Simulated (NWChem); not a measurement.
# Atomisation of H$_{2}$BF$_{3}$O$_{2}$Si

```
B
O 1 1.3589
H 2 0.9786 1 111.67
O 1 1.3693 2 120.78 3 0.00
H 4 0.9757 1 112.40 2 -179.71
Si 1 2.0181 2 120.49 3 179.97
F 6 1.6244 1 115.76 2 61.31
F 6 1.6246 7 106.39 1 129.88
F 6 1.6379 7 106.66 8 113.47
```
Charge 0, spin multiplicity 1.

The numbers come from NWChem runs, not from measurements. Structure: optimised with PBE/def2-SVP, with no frequency check, so it may be a saddle point. It is one conformer; others weren't searched.

Basis set: def2-SVP. The atomisation energy is electronic alone: no zero-point, thermal, spin-orbit or counterpoise terms. No value is extrapolated to the basis-set limit. Free atoms are single determinants with multiplicities Si 3, F 2, B 2, O 3, H 2.

B3LYP has NWChem's definition, with VWN1-RPA local correlation. The structure started from a generated list of species. No SCF solution was tested for a lower state. Open-shell Hartree-Fock references start from PBE0 orbitals.

Task: For the atomisation energy, HF gives 696.7 kcal/mol and PBE0 gives 955.0 kcal/mol. What do B3LYP, BLYP, PBE give?

Result: B3LYP: 955.6 kcal/mol; BLYP: 967.8 kcal/mol; PBE: 991.5 kcal/mol.
